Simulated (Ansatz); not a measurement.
## Nudged elastic band run: BH7N2O

Input file:

```yaml
crystal:
  periodic: [false, false, false]
  atoms:
    - { symbol: B, position_ang: [-0.162213, -0.43615, -0.227123] }
    - { symbol: H, position_ang: [-0.153765, -1.019067, 0.836784] }
    - { symbol: O, position_ang: [0.999272, -0.033748, -0.843199] }
    - { symbol: H, position_ang: [1.781353, -0.281601, -0.340038] }
    - { symbol: "N", position_ang: [-1.384828, -0.179533, -0.868771] }
    - { symbol: H, position_ang: [-2.276158, -0.474756, -0.495919] }
    - { symbol: H, position_ang: [-1.435379, 0.269385, -1.776378] }
    - { symbol: "N", position_ang: [-0.140425, 2.37622, 1.220685] }
    - { symbol: H, position_ang: [-0.963739, 2.069347, 0.69866] }
    - { symbol: H, position_ang: [0.636323, 2.173963, 0.588538] }
    - { symbol: H, position_ang: [-0.048438, 1.692138, 1.974263] }
basis:
  gaussian: { orbitals: def2-SVP }
hamiltonian:
  xc: r2scan
  dispersion: d4
neb:
  order_check: false
  images: 7
  f_tol: 0.5
  max_iterations: 60
  final_atoms:
    - { symbol: B, position_ang: [0.01375787, 0.58782702, -0.58544854] }
    - { symbol: H, position_ang: [-0.65607848, 0.16888272, 3.27514] }
    - { symbol: O, position_ang: [1.27701488, 0.1360061, -0.92505504] }
    - { symbol: H, position_ang: [1.25798344, -0.62185006, -1.51714712] }
    - { symbol: "N", position_ang: [-1.17273744, -0.00561138, -1.11224812] }
    - { symbol: H, position_ang: [-1.17247987, -0.84719905, -1.67185772] }
    - { symbol: H, position_ang: [-2.0981719, 0.25880691, -0.80292405] }
    - { symbol: "N", position_ang: [-0.04151874, 1.6806503, 0.32724807] }
    - { symbol: H, position_ang: [-0.88742298, 2.17828237, 0.56525958] }
    - { symbol: H, position_ang: [0.80629147, 2.15053307, 0.61539598] }
    - { symbol: H, position_ang: [-0.47463525, 0.46987, 2.59913896] }
  initial_path:
    images:
      - { positions_ang: [[-0.162213, -0.43615, -0.227123], [-0.153765, -1.019067, 0.836784], [0.999272, -0.033748, -0.843199], [1.781353, -0.281601, -0.340038], [-1.384828, -0.179533, -0.868771], [-2.276158, -0.474756, -0.495919], [-1.435379, 0.269385, -1.776378], [-0.140425, 2.37622, 1.220685], [-0.963739, 2.069347, 0.69866], [0.636323, 2.173963, 0.588538], [-0.048438, 1.692138, 1.974263]] }
      - { positions_ang: [[-0.11961393, -0.3260577, -0.17026029], [-0.11531966, -0.76409959, 1.0126636], [1.05767522, -0.01958942, -0.80693611], [1.72271882, -0.44229456, -0.46840018], [-1.37108499, -0.13786524, -0.84703296], [-2.20405839, -0.56575885, -0.54407391], [-1.47329389, 0.40237914, -1.68478018], [-0.16798858, 2.21711727, 1.06204256], [-1.01964259, 2.10556991, 0.6341445], [0.61165665, 2.19544229, 0.70826792], [-0.06904568, 1.49135474, 1.87186705]] }
      - { positions_ang: [[-0.07701485, -0.21596539, -0.11339758], [-0.07687431, -0.50913218, 1.1885432], [1.11607845, -0.00543084, -0.77067323], [1.66408464, -0.60298812, -0.59676237], [-1.35734198, -0.09619749, -0.82529493], [-2.13195878, -0.65676171, -0.59222881], [-1.51120878, 0.53537328, -1.59318236], [-0.19555216, 2.05801455, 0.90340011], [-1.07554617, 2.14179282, 0.569629], [0.58699031, 2.21692158, 0.82799785], [-0.08965336, 1.29057148, 1.76947111]] }
      - { positions_ang: [[-0.03441578, -0.10587309, -0.05653487], [-0.03842897, -0.25416477, 1.3644228], [1.17448167, 0.00872774, -0.73441034], [1.60545046, -0.76368168, -0.72512455], [-1.34359897, -0.05452973, -0.80355689], [-2.05985917, -0.74776456, -0.64038372], [-1.54912367, 0.66836742, -1.50158454], [-0.22311574, 1.89891182, 0.74475767], [-1.13144976, 2.17801574, 0.50511351], [0.56232396, 2.23840087, 0.94772777], [-0.11026104, 1.08978822, 1.66707516]] }
      - { positions_ang: [[0.0081833, 0.00421922, 0.00032784], [1.638e-05, 0.00080264, 1.5403024], [1.2328849, 0.02288632, -0.69814745], [1.54681627, -0.92437523, -0.85348673], [-1.32985596, -0.01286198, -0.78181886], [-1.98775956, -0.83876741, -0.68853862], [-1.58703856, 0.80136156, -1.40998672], [-0.25067932, 1.7398091, 0.58611523], [-1.18735334, 2.21423865, 0.44059801], [0.53765762, 2.25988016, 1.06745769], [-0.13086872, 0.88900496, 1.56467922]] }
      - { positions_ang: [[0.00957694, 0.15012117, -0.14611625], [-0.16400734, 0.04282266, 1.9740118], [1.24391739, 0.05116627, -0.75487435], [1.47460806, -0.84874394, -1.01940183], [-1.29057633, -0.01104933, -0.86442617], [-1.78393964, -0.84087532, -0.9343684], [-1.7148219, 0.6657229, -1.25822106], [-0.19838917, 1.7250194, 0.52139844], [-1.11237075, 2.20524958, 0.4717634], [0.60481608, 2.23254339, 0.95444226], [-0.21681035, 0.78422122, 1.82329415]] }
      - { positions_ang: [[0.01097058, 0.29602312, -0.29256035], [-0.32803105, 0.08484268, 2.4077212], [1.25494989, 0.07944621, -0.81160124], [1.40239985, -0.77311265, -1.18531692], [-1.2512967, -0.00923668, -0.94703349], [-1.58011972, -0.84298323, -1.18019817], [-1.84260523, 0.53008424, -1.10645539], [-0.14609903, 1.7102297, 0.45668165], [-1.03738816, 2.19626051, 0.50292879], [0.67197454, 2.20520662, 0.84142683], [-0.30275198, 0.67943748, 2.08190909]] }
      - { positions_ang: [[0.01236423, 0.44192507, -0.43900444], [-0.49205477, 0.1268627, 2.8414306], [1.26598239, 0.10772616, -0.86832814], [1.33019165, -0.69748135, -1.35123202], [-1.21201707, -0.00742403, -1.0296408], [-1.37629979, -0.84509114, -1.42602795], [-1.97038857, 0.39444557, -0.95468972], [-0.09380888, 1.69544, 0.39196486], [-0.96240557, 2.18727144, 0.53409419], [0.73913301, 2.17786984, 0.72841141], [-0.38869362, 0.57465374, 2.34052402]] }
      - { positions_ang: [[0.01375787, 0.58782702, -0.58544854], [-0.65607848, 0.16888272, 3.27514], [1.27701488, 0.1360061, -0.92505504], [1.25798344, -0.62185006, -1.51714712], [-1.17273744, -0.00561138, -1.11224812], [-1.17247987, -0.84719905, -1.67185772], [-2.0981719, 0.25880691, -0.80292405], [-0.04151874, 1.6806503, 0.32724807], [-0.88742298, 2.17828237, 0.56525958], [0.80629147, 2.15053307, 0.61539598], [-0.47463525, 0.46987, 2.59913896]] }
```

Run as:

```bash
$ ansatz run input.yaml --threads 2 --pin off --max-ram 3072MiB --backend cpu --events-out ev --progress --plain --runs-dir out
```

Output, in part (warnings, iteration lines, the closing report on the highest movable image, with atoms numbered from 0):

```
NEB end point (image 0): max|allowed force component| = 2.187e-2 eV/Å (the criterion of neb.relax_end_points is 1.000e-1)
NEB end point (image 8): max|allowed force component| = 1.195e-2 eV/Å (the criterion of neb.relax_end_points is 1.000e-1)
NEB iter   1: max|band force component| = 1.876e1 eV/Å  barrier→ = 4.3133 eV  barrier← = 4.7873 eV  Δτ_max = 0.2000 Å  (245 SCF iters)
NEB iter   2: max|band force component| = 5.337e0 eV/Å  barrier→ = 2.2684 eV  barrier← = 2.7424 eV  Δτ_max = 0.2000 Å  (241 SCF iters)
NEB iter   3: max|band force component| = 3.987e0 eV/Å  barrier→ = 1.8619 eV  barrier← = 2.3360 eV  Δτ_max = 0.2000 Å  (227 SCF iters)
NEB iter   4: max|band force component| = 3.577e0 eV/Å  barrier→ = 1.7110 eV  barrier← = 2.1851 eV  Δτ_max = 0.1012 Å  (211 SCF iters)
NEB iter   5: max|band force component| = 9.655e-1 eV/Å  barrier→ = 1.6362 eV  barrier← = 2.1102 eV  Δτ_max = 0.1988 Å  (196 SCF iters)
NEB iter   6: max|band force component| = 9.404e-1 eV/Å  barrier→ = 1.6019 eV  barrier← = 2.0760 eV  Δτ_max = 0.2000 Å  (216 SCF iters)
NEB iter   7: max|band force component| = 6.709e-1 eV/Å  barrier→ = 1.4914 eV  barrier← = 1.9655 eV  Δτ_max = 0.2000 Å  (209 SCF iters)
NEB iter   8: max|band force component| = 2.266e0 eV/Å  barrier→ = 1.2807 eV  barrier← = 1.7547 eV  Δτ_max = 0.1000 Å  (208 SCF iters)
NEB iter   9: max|band force component| = 6.811e-1 eV/Å  barrier→ = 1.0364 eV  barrier← = 1.5104 eV  Δτ_max = 0.1971 Å  (201 SCF iters)
NEB iter  10: max|band force component| = 2.064e0 eV/Å  barrier→ = 0.9754 eV  barrier← = 1.4495 eV  Δτ_max = 0.1001 Å  (221 SCF iters)
NEB iter  11: max|band force component| = 5.750e-1 eV/Å  barrier→ = 1.0112 eV  barrier← = 1.4852 eV  Δτ_max = 0.1972 Å  (197 SCF iters)
NEB iter  12: max|band force component| = 1.623e0 eV/Å  barrier→ = 1.0270 eV  barrier← = 1.5010 eV  CI = image 5  Δτ_max = 0.1972 Å  (207 SCF iters)
NEB iter  13: max|band force component| = 1.274e0 eV/Å  barrier→ = 1.3317 eV  barrier← = 1.8057 eV  CI = image 5  Δτ_max = 0.1974 Å  (208 SCF iters)
NEB iter  14: max|band force component| = 1.052e0 eV/Å  barrier→ = 1.6829 eV  barrier← = 2.1569 eV  CI = image 5  Δτ_max = 0.1999 Å  (205 SCF iters)
NEB iter  15: max|band force component| = 1.523e0 eV/Å  barrier→ = 1.8335 eV  barrier← = 2.3075 eV  CI = image 5  Δτ_max = 0.1000 Å  (205 SCF iters)
NEB iter  16: max|band force component| = 7.803e-1 eV/Å  barrier→ = 1.7076 eV  barrier← = 2.1816 eV  CI = image 5  Δτ_max = 0.1968 Å  (199 SCF iters)
NEB iter  17: max|band force component| = 4.707e-1 eV/Å  barrier→ = 1.6093 eV  barrier← = 2.0833 eV  CI = image 5  Δτ_max = 0.0000 Å  (407 SCF iters)
Total energy: -5810.69088539 eV, -213.5389514103 hartree
Atom 0 at    -0.161121     0.434517     0.014294 Å, force     0.170271    -0.038434    -0.090787 eV/Å
Atom 1 at    -0.233540    -0.326116     1.373790 Å, force     0.021618     0.209657    -0.111991 eV/Å
Atom 2 at     1.103544     0.174031    -0.534911 Å, force     0.014399     0.083257     0.161679 eV/Å
Atom 3 at     1.185897    -0.710543    -0.906902 Å, force    -0.112623    -0.011473    -0.005392 eV/Å
Atom 4 at    -1.459498     0.055594    -0.590338 Å, force     0.229095    -0.164749    -0.105426 eV/Å
Atom 5 at    -1.575905    -0.959392    -0.590531 Å, force    -0.103736     0.034692     0.067307 eV/Å
Atom 6 at    -1.412533     0.304194    -1.584305 Å, force    -0.137946     0.101938     0.068546 eV/Å
Atom 7 at    -0.146607     1.813356     0.710058 Å, force     0.045992     0.131764    -0.171574 eV/Å
Atom 8 at    -0.979134     2.390261     0.658104 Å, force     0.063526     0.089809    -0.057053 eV/Å
Atom 9 at     0.743275     2.300934     0.749434 Å, force    -0.082601     0.134830    -0.070912 eV/Å
Atom 10 at    -0.212373     0.679363     1.468810 Å, force    -0.107995    -0.571291     0.315604 eV/Å
Dipole moment:     0.032740     0.047883    -0.158489 e Å
```

The run converged. The threshold of 0.5 eV/Å is loose, so the images may lie well off the minimum-energy path. The profile has 2 maxima (images 2, 5) with wells between them (image 3): this band takes more than one step, which may be the mechanism or a detour left from its start path. Neighbouring images differ by up to 1.7 eV, so the band resolves the path poorly. The order of the stationary point at the top wasn't checked. The orbitals stay closed-shell, which can raise the energy where a bond breaks towards radicals; this wasn't checked here.

Final band (atoms are numbered from 1 in the order of the input):

```tsv
image	path coordinate (Å)	energy (kcal/mol)	B1–H2 (Å)	N8–H11 (Å)	B1–N8 (Å)
0	0.00	0.0	1.21	1.02	3.16
1	1.28	0.6	1.21	1.02	3.16
2	2.57	5.7	1.24	1.02	1.87
3	3.85	3.8	1.24	1.02	1.69
4	5.14	4.8	1.24	1.02	1.71
5	6.43	37.1	1.56	1.37	1.54
6	7.69	-3.1	2.50	2.39	1.43
7	8.95	-10.5	3.32	2.58	1.42
8	10.22	-10.9	3.94	2.61	1.42
```

Run time: 2.6 min on 2 threads of INTEL(R) XEON(R) PLATINUM 8581C CPU @ 2.10GHz (Emerald Rapids), on a shared host, peak memory 0.17 GiB.
